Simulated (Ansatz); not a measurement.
All numbers were calculated with Ansatz.

Basis-set series for BFGeH3N (`F[B]1[NH][GeH2]1`). Total charge 0; spin multiplicity 1. All single points use the PBE0-D4/def2-TZVP geometry.

```
functional       basis  functions  energy (Eh)  HOMO (eV)  LUMO (eV)
   PBE0-D4    def2-SVP         89  -2257.45068      -7.28      -0.40
   PBE0-D4  def2-QZVPP        350  -2257.98055      -7.38      -0.78
   ωB97M-V    def2-SVP         89  -2257.72706      -9.35       1.51
   ωB97M-V  def2-QZVPP        350  -2258.25866      -9.48       0.83
```

Task: Give the rows for def2-TZVPP. (Best estimate.)

Result: The calculation gave: 
| functional | basis | functions | energy (Eh) | HOMO (eV) | LUMO (eV) |
| --- | --- | --- | --- | --- | --- |
| PBE0-D4 | def2-TZVPP | 183 | -2257.92574 | -7.36 | -0.65 |
| ωB97M-V | def2-TZVPP | 183 | -2258.20579 | -9.45 | 1.10 |

Positive LUMOs are unbound and depend on the basis. Scalar relativity is left out up to krypton.
